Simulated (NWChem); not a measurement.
System: InSi2H6F; SMILES [SiH3][In]([SiH3])[F]

Input file for NWChem:

```
start job
memory heap 200 mb stack 900 mb global 1100 mb
geometry units angstroms noautoz
  In    -0.094940    -0.000105    -0.016236
  F      1.887180     0.001269    -0.010084
  Si    -0.953956    -2.439226    -0.017231
  H     -0.323736    -3.201160    -1.138290
  H     -2.440141    -2.495862    -0.173548
  H     -0.587753    -3.094329     1.276480
  Si    -0.954813     2.438721    -0.011113
  H     -2.449215     2.492826     0.001853
  H     -0.462387     3.146759    -1.232635
  H     -0.440503     3.150994     1.198757
end
basis spherical
  In library def2-svp
  F library def2-svp
  Si library def2-svp
  H library def2-svp
end
ecp
  In library def2-ecp
end
dft
  xc becke88 lyp
  iterations 150
  mulliken
end
task dft energy
```

Excerpt of the output:

```
             Northwest Computational Chemistry Package (NWChem) 7.3.0
             --------------------------------------------------------

 C1  symmetry detected

                             Geometry "geometry" -> ""
                             -------------------------

 Output coordinates in angstroms (scale by  1.889725989 to convert to a.u.)

  No.       Tag          Charge          X              Y              Z
 ---- ---------------- ---------- -------------- -------------- --------------
    1 In                  49.0000     0.13434024    -0.00009083    -0.00169874
    2 F                    9.0000     2.11646566     0.00127542     0.00235059
    3 Si                  14.0000    -0.72469174    -2.43920480     0.00109734
    4 H                    1.0000    -0.09566524    -3.20246697    -1.11972846
    5 H                    1.0000    -2.21104196    -2.49601412    -0.15357723
    6 H                    1.0000    -0.35712175    -3.09278230     1.29519219
    7 Si                  14.0000    -0.72551143     2.43874603     0.00145554
    8 H                    1.0000    -2.21989851     2.49287762     0.01594169
    9 H                    1.0000    -0.23437606     3.14533723    -1.22142307
   10 H                    1.0000    -0.20991475     3.15244345     1.20993767

 Effective nuclear repulsion energy (a.u.)     547.4393068690

                                 NWChem DFT Module
                                 -----------------

 Summary of "ao basis" -> "ao basis" (spherical)
 ------------------------------------------------------------------------------
       Tag                 Description            Shells   Functions and Types
 ---------------- ------------------------------  ------  ---------------------
 In                         def2-svp                10       26   4s4p2d
 F                          def2-svp                 6       14   3s2p1d
 Si                         def2-svp                 8       18   4s3p1d
 H                          def2-svp                 3        5   2s1p

            General Information
            -------------------
          SCF calculation type: DFT
          Wavefunction type:  closed shell.
          No. of atoms     :    10
          No. of electrons :    64
           Alpha electrons :    32
            Beta electrons :    32
          Charge           :     0
          Spin multiplicity:     1
          Use of symmetry is: off; symmetry adaption is: off
          Maximum number of iterations: 150
          AO basis - number of functions:   106
                     number of shells:    50
          Convergence on energy requested:  1.00D-06
          Convergence on density requested:  1.00D-05
          Convergence on gradient requested:  5.00D-04

              XC Information
              --------------
                    Becke 1988 Exchange Functional  1.000
              Lee-Yang-Parr Correlation Functional  1.000

             Grid Information
             ----------------
          Grid used for XC integration:  medium
          Radial quadrature: Mura-Knowles
          Angular quadrature: Lebedev.
          Tag              B.-S. Rad. Rad. Pts. Rad. Cut. Ang. Pts.
          ---              ---------- --------- --------- ---------
          In                  1.55      123          10.0       590
          F                   0.50       49          12.0       434
          Si                  1.10       88          13.0       590
          H                   0.35       45          15.0       434
          Grid pruning is: on
          Number of quadrature shells:   618
          Spatial weights used:  Erf1

      Superposition of Atomic Density Guess
      -------------------------------------

 Sum of atomic energies:        -897.81557599

      Non-variational initial energy
      ------------------------------

 Total energy =    -869.540610
 1-e energy   =   -1863.463614
 2-e energy   =     700.297438
 HOMO         =      -0.244186
 LUMO         =      -0.021567

     ---------------------------------------------
      Total Density - Mulliken Population Analysis
     ---------------------------------------------

    Atom       Charge   Shell Charges
 -----------   ------   -------------------------------------------------------
    1 In  21    20.00   2.60 -0.60  0.84  0.46  3.23  2.76  0.56  0.11  9.70  0.35
    2 F    9     9.80   1.99  1.16  0.81  3.60  2.24  0.00
    3 Si  14    13.93   2.00  1.99  1.03  0.32  5.94  1.14  1.43  0.08
    4 H    1     1.06   0.69  0.36  0.01
    5 H    1     1.05   0.68  0.36  0.01
    6 H    1     1.06   0.69  0.36  0.01
    7 Si  14    13.93   2.00  1.99  1.03  0.32  5.94  1.14  1.43  0.08
    8 H    1     1.05   0.68  0.36  0.01
    9 H    1     1.06   0.69  0.36  0.01
   10 H    1     1.06   0.69  0.36  0.01

   convergence    iter        energy       DeltaE   RMS-Dens  Diis-err
 ---------------- ----- ----------------- --------- --------- ---------
 d= 0,ls=0.0,diis     1   -872.1228298267 -1.17D+03  5.81D-02  8.60D-01
 d= 0,ls=0.5,diis     2   -864.6538225158  7.47D+00  8.77D-03  3.63D+01
 d= 0,ls=0.5,diis     3   -866.8110688353 -2.16D+00  5.40D-03  3.15D+01
 d= 0,ls=0.5,diis     4   -868.1812158402 -1.37D+00  6.40D-03  2.54D+01
 d= 0,ls=0.5,diis     5   -869.6699837654 -1.49D+00  4.82D-03  1.55D+01
 d= 0,ls=0.5,diis     6   -870.5615429180 -8.92D-01  2.31D-03  9.23D+00
 d= 0,ls=0.5,diis     7   -870.6986359454 -1.37D-01  1.84D-03  8.60D+00
 d= 0,ls=0.5,diis     8   -870.8501295876 -1.51D-01  2.23D-03  7.63D+00
 d= 0,ls=0.5,diis     9   -871.0888529209 -2.39D-01  3.36D-03  5.95D+00
 d= 0,ls=0.5,diis    10   -871.3720707657 -2.83D-01  3.67D-03  3.85D+00
 d= 0,ls=0.5,diis    11   -871.5759435639 -2.04D-01  5.76D-03  2.45D+00
 d= 0,ls=0.5,diis    12   -871.8068204015 -2.31D-01  7.19D-03  6.65D-01
 d= 0,ls=0.5,diis    13   -871.9262400020 -1.19D-01  8.81D-03  7.88D-02
 d= 0,ls=0.5,diis    14   -871.9806831987 -5.44D-02  1.06D-02  6.23D-02
 d= 0,ls=0.5,diis    15   -872.0347085006 -5.40D-02  1.08D-02  9.79D-02
 d= 0,ls=0.5,diis    16   -872.0927716401 -5.81D-02  9.25D-03  1.45D-01
 d= 0,ls=0.5,diis    17   -872.1437822063 -5.10D-02  6.73D-03  1.97D-01
  Resetting Diis
 d= 0,ls=0.5,diis    18   -872.1832717217 -3.95D-02  4.51D-03  1.83D-01
 d= 0,ls=0.5,diis    19   -872.2136261364 -3.04D-02  4.69D-03  9.88D-02
 d= 0,ls=0.5,diis    20   -872.2304805683 -1.69D-02  2.49D-03  1.06D-01
 d= 0,ls=0.5,diis    21   -872.2418199710 -1.13D-02  1.59D-03  2.15D-02
 d= 0,ls=0.5,diis    22   -872.2454872221 -3.67D-03  9.30D-04  3.04D-03
 d= 0,ls=0.5,diis    23   -872.2465708149 -1.08D-03  5.96D-04  8.91D-04
 d= 0,ls=0.5,diis    24   -872.2470107995 -4.40D-04  3.98D-04  4.90D-04
 d= 0,ls=0.5,diis    25   -872.2472265862 -2.16D-04  2.74D-04  2.77D-04
 d= 0,ls=0.5,diis    26   -872.2473429927 -1.16D-04  1.91D-04  1.52D-04
 d= 0,ls=0.5,diis    27   -872.2474026333 -5.96D-05  1.35D-04  8.81D-05
 d= 0,ls=0.5,diis    28   -872.2474345576 -3.19D-05  9.56D-05  4.99D-05
 d= 0,ls=0.5,diis    29   -872.2474511608 -1.66D-05  6.86D-05  2.93D-05
 d= 0,ls=0.5,diis    30   -872.2474603595 -9.20D-06  4.96D-05  1.71D-05
 d= 0,ls=0.5,diis    31   -872.2474654805 -5.12D-06  3.61D-05  9.94D-06
 d= 0,ls=0.5,diis    32   -872.2474683227 -2.84D-06  2.65D-05  5.72D-06
 d= 0,ls=0.5,diis    33   -872.2474699149 -1.59D-06  1.96D-05  3.26D-06
 d= 0,ls=0.5,diis    34   -872.2474708071 -8.92D-07  1.44D-05  1.86D-06
 d= 0,ls=0.5,diis    35   -872.2474713035 -4.96D-07  1.06D-05  1.07D-06
 d= 0,ls=0.5,diis    36   -872.2474715823 -2.79D-07  7.90D-06  6.06D-07

         Total DFT energy =     -872.247471739943
      One electron energy =    -1866.015829101927
           Coulomb energy =      771.264981653407
    Exchange-Corr. energy =      -71.122190787134
 Nuclear repulsion energy =      293.625566495711

 Numeric. integr. density =       64.000033885822

                       DFT Final Molecular Orbital Analysis
                       ------------------------------------

 Vector   30  Occ=2.000000D+00  E=-2.740053D-01
              MO Center=  2.0D+00,  1.3D-03,  1.3D-03, r^2= 9.5D-01
   Bfn.  Coefficient  Atom+Function         Bfn.  Coefficient  Atom+Function
  ----- ------------  ---------------      ----- ------------  ---------------
    32      0.637594   2 F  pz               35     -0.445323   2 F  pz
    13     -0.121002   1 In pz               16     -0.105842   1 In pz
    20     -0.096802   1 In d  1             25      0.050515   1 In d  1
    86      0.039073   7 Si pz               53      0.038757   3 Si pz
    10      0.035549   1 In pz                7      0.033188   1 In pz

 Vector   31  Occ=2.000000D+00  E=-2.726383D-01
              MO Center=  7.5D-01,  3.9D-04, -1.0D-04, r^2= 4.5D+00
   Bfn.  Coefficient  Atom+Function         Bfn.  Coefficient  Atom+Function
  ----- ------------  ---------------      ----- ------------  ---------------
    30      0.496645   2 F  px               33     -0.327891   2 F  px
    11      0.292226   1 In px                3     -0.212816   1 In s
     4     -0.177567   1 In s                21     -0.160977   1 In d  2
     1      0.152701   1 In s                64      0.108371   5 H  s
    92      0.108687   8 H  s                49     -0.106952   3 Si py

 Vector   32  Occ=2.000000D+00  E=-2.212123D-01
              MO Center= -9.6D-02, -1.2D-03,  4.6D-05, r^2= 6.1D+00
   Bfn.  Coefficient  Atom+Function         Bfn.  Coefficient  Atom+Function
  ----- ------------  ---------------      ----- ------------  ---------------
    12      0.309834   1 In py               31      0.274891   2 F  py
    52     -0.262231   3 Si py               85     -0.262085   7 Si py
    49     -0.223491   3 Si py               82     -0.223421   7 Si py
    34     -0.194601   2 F  py               44     -0.171876   3 Si s
    77      0.170712   7 Si s                43     -0.123422   3 Si s

 Vector   33  Occ=0.000000D+00  E=-9.913473D-02
              MO Center= -2.5D-02,  1.8D-04, -5.4D-03, r^2= 4.7D+00
   Bfn.  Coefficient  Atom+Function         Bfn.  Coefficient  Atom+Function
  ----- ------------  ---------------      ----- ------------  ---------------
    13      0.546815   1 In pz               16      0.442771   1 In pz
    70     -0.209928   6 H  s                98      0.202970   9 H  s
   103     -0.200654  10 H  s                60      0.190954   4 H  s
    53      0.186635   3 Si pz               86      0.187499   7 Si pz
    32      0.174115   2 F  pz               10     -0.146260   1 In pz

 Vector   34  Occ=0.000000D+00  E=-5.516369D-02
              MO Center= -2.7D-01,  9.4D-04,  1.8D-03, r^2= 6.9D+00
   Bfn.  Coefficient  Atom+Function         Bfn.  Coefficient  Atom+Function
  ----- ------------  ---------------      ----- ------------  ---------------
     4      0.936345   1 In s                 3      0.517012   1 In s
    52     -0.476584   3 Si py               85      0.476629   7 Si py
    44     -0.411093   3 Si s                77     -0.411901   7 Si s
    43     -0.386530   3 Si s                76     -0.386444   7 Si s
     1     -0.303113   1 In s                49     -0.201225   3 Si py

 Vector   35  Occ=0.000000D+00  E=-3.658870D-02
              MO Center= -1.5D-01, -3.1D-03,  9.1D-03, r^2= 6.5D+00
   Bfn.  Coefficient  Atom+Function         Bfn.  Coefficient  Atom+Function
  ----- ------------  ---------------      ----- ------------  ---------------
    14      0.602883   1 In px               51      0.398128   3 Si px
    84      0.396110   7 Si px               65      0.337632   5 H  s
    93      0.339133   8 H  s                11      0.312752   1 In px
    60     -0.272509   4 H  s                 4     -0.253503   1 In s
   103     -0.233910  10 H  s                44      0.229499   3 Si s

     ---------------------------------------------
      Total Density - Mulliken Population Analysis
     ---------------------------------------------

    Atom       Charge   Shell Charges
 -----------   ------   -------------------------------------------------------
    1 In  21    20.62   2.60 -0.60  1.06  0.27  3.23  2.78  0.96  0.21  9.60  0.51
    2 F    9     9.37   1.99  1.13  0.83  3.31  2.11  0.00
    3 Si  14    13.81   2.00  1.98  1.11  0.19  5.92  1.30  1.20  0.10
    4 H    1     1.06   0.74  0.31  0.01
    5 H    1     1.07   0.74  0.32  0.01
    6 H    1     1.06   0.74  0.32  0.01
    7 Si  14    13.81   2.00  1.98  1.11  0.19  5.92  1.30  1.20  0.10
    8 H    1     1.07   0.74  0.32  0.01
    9 H    1     1.06   0.74  0.31  0.01
   10 H    1     1.06   0.74  0.31  0.01

     -------------------------------------------
      Total Density - Lowdin Population Analysis
     -------------------------------------------

    Atom       Charge   Shell Charges
 -----------   ------   -------------------------------------------------------
    1 In  21    20.76   1.39  0.55  0.76  0.46  3.03  2.85  1.01  0.47  9.34  0.91
    2 F    9     9.28   1.98  1.03  0.81  3.19  2.27  0.00
    3 Si  14    13.76   2.00  1.94  0.71  0.37  5.81  1.31  1.45  0.16
    4 H    1     1.07   0.64  0.41  0.03
    5 H    1     1.08   0.64  0.41  0.03
    6 H    1     1.07   0.64  0.41  0.03
    7 Si  14    13.76   2.00  1.94  0.71  0.37  5.81  1.31  1.45  0.17
    8 H    1     1.08   0.64  0.41  0.03
    9 H    1     1.07   0.64  0.41  0.03
   10 H    1     1.07   0.64  0.41  0.03

     Multipole analysis of the density
     ---------------------------------

     L   x y z        total         alpha         beta         nuclear
     -   - - -        -----         -----         ----         -------
     0   0 0 0     -0.000000    -32.000000    -32.000000     64.000000

     1   1 0 0     -1.027535      3.040360      3.040360     -7.108255
     1   0 1 0      0.004121     -0.000343     -0.000343      0.004806
     1   0 0 1     -0.004134     -0.047009     -0.047009      0.089884

     2   2 0 0    -49.491652   -141.640697   -141.640697    233.789741
     2   1 1 0     -0.010887     -0.000965     -0.000965     -0.008957
     2   1 0 1     -0.015652      0.000910      0.000910     -0.017471
     2   0 2 0    -44.910166   -412.875107   -412.875107    780.840047
     2   0 1 1      0.002607      0.022832      0.022832     -0.043056
     2   0 0 2    -41.450961    -31.280002    -31.280002     21.109043
```

Level: BLYP/def2-SVP with def2 effective core potentials on In. Structure relaxed at the PBE0/def2-SVP level. No frequency run checked for a minimum. def2 effective core potentials on In; no spin-orbit coupling.
